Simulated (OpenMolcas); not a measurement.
# Pr4+: moving or changing the point charges

Pr4+ among 2 point charges of -1.5 e arranged as a linear pair (D∞h), 2.45 Å from the ion.

```yaml
Program: OpenMolcas
Method: "SS-CASPT2, IPEA 0.25 Eh, imaginary shift 0.1 Eh (closed shells correlated: 5s 5p)"
Basis: ANO-RCC-VDZP [7s6p4d2f1g]
Scalar_Hamiltonian: DKH2, point nucleus
Active_space: 1 electron in 7 orbitals (4f)
State_averaging: 2S+1 = 2 odd, 7 roots
Spin-orbit_coupling: state interaction with AMFI integrals over the reference wave functions
```

Runs around this geometry, states (labels by Λ). Energies in cm-1 above the lowest state or level, χT in cm3 K/mol.

```
R (Å)  Ground state  First state of that spin  First gap with spin-orbit (degeneracies)  Width of lowest J  χT at 300 K
 2.45            2Φ                   2Δ 1080                               1160 (2, 2)               1987        0.644
 2.55            2Φ                    2Δ 970                               1030 (2, 2)               1752        0.654
 2.88            2Φ                    2Δ 700                                730 (2, 2)               1194        0.690
```

Taking the width of the lowest J multiplet as R^-n, n = -ln(1194 / 1987) / ln(2.88 / 2.45) = 3.1 between the shortest and longest distance.

This is an electrostatic model: the charges have no orbitals. No measured value stands beside these numbers.
